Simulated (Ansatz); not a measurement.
Task: Name a neutral molecule of Ge, Si and H with HOMO–LUMO gap (ωB97M-V/def2-TZVPP) between 11.20 and 11.50 eV and HOMO energy (ωB97M-V/def2-TZVPP) between -10.05 and -9.75 eV (Ansatz, PBE0-D4/def2-TZVP geometry).

Result: `[SiH3][SiH2][GeH3]` (11.46 eV, -9.95 eV); `[SiH3][SiH2][SiH2][GeH3]` (11.21 eV, -9.84 eV). Other molecules can fit too; these were computed, each in one conformer that needn't be the lowest.
